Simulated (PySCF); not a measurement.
**How methods differ on the interval between two levels of C+**

C+ [He] 2s2 2p1 [2P3/2, M_J = 3/2] → C+ [He] 2s2 3s1 [2S1/2, M_J = 1/2], as a difference of total energies. Computed with PySCF 2.14 in x2c-TZVPall-2c with one added diffuse shell each of s, p, d type (6s4p3d1f, 40 functions), with the two-component X2C-1e Hamiltonian. Correlated levels: 1s2 frozen. "Screened" scales the spin-orbit matrix elements by Boettger's factors to mimic the two-electron term; Breit and QED terms are absent.

```json
{"method": "GHF (spin-free)", "interval between two levels (cm⁻¹)": "115120", "error (cm⁻¹)": "-1351"}
{"method": "GMP2 (spin-free)", "interval between two levels (cm⁻¹)": "115400", "error (cm⁻¹)": "-1072"}
{"method": "GHF (screened spin-orbit)", "interval between two levels (cm⁻¹)": "115100", "error (cm⁻¹)": "-1377"}
{"method": "GMP2 (screened spin-orbit)", "interval between two levels (cm⁻¹)": "115380", "error (cm⁻¹)": "-1097"}
```

Reference: 116470 cm⁻¹ (measured; NIST Handbook of Basic Atomic Spectroscopic Data (Sansonetti and Martin, J. Phys. Chem. Ref. Data 34, 1559 (2005))).

Errors of the correlated levels include the incompleteness of this basis and the frozen core.
